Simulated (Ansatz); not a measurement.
Consider the formal exchange of groups at the Al–N bond: `C[N](C)[AlH][NH2]` + `CC[SiH3]` → `C[CH]([SiH3])[AlH][NH2]` + dimethylamine.

Computed with Ansatz on PBE0-D4/def2-TZVP structures; ΔE is electronic, products minus reactants. CBS: MP2 limit from def2 TZ/QZ plus the TZ coupled-cluster correction, frozen cores. DFT in def2-TZVPP. Each species was taken in one conformer, which may not be the lowest.

Is it downhill or uphill in electronic energy at CCSD(T)/CBS, and by how much? (Estimate.)

Computed: Uphill: ΔE = +82.2 kJ/mol.

What do these levels give: PBE0-D4, ωB97X-V, ωB97M-V, HF/def2-TZVPP, SCS-MP2/def2-QZVPP, MP2/CBS(def2)? (Best estimate.)

Computed: PBE0-D4 77.0, ωB97X-V 81.7, ωB97M-V 80.4, HF/def2-TZVPP 90.7, SCS-MP2/def2-QZVPP 86.4, MP2/CBS(def2) 83.8 kJ/mol.

Largest T1 diagnostic among the species: 0.011.

In def2-TZVPP, CCSD(T) changes the Hartree–Fock value by −7.5 kJ/mol (the triples alone add −1.5 kJ/mol) and MP2 by −5.8 kJ/mol.
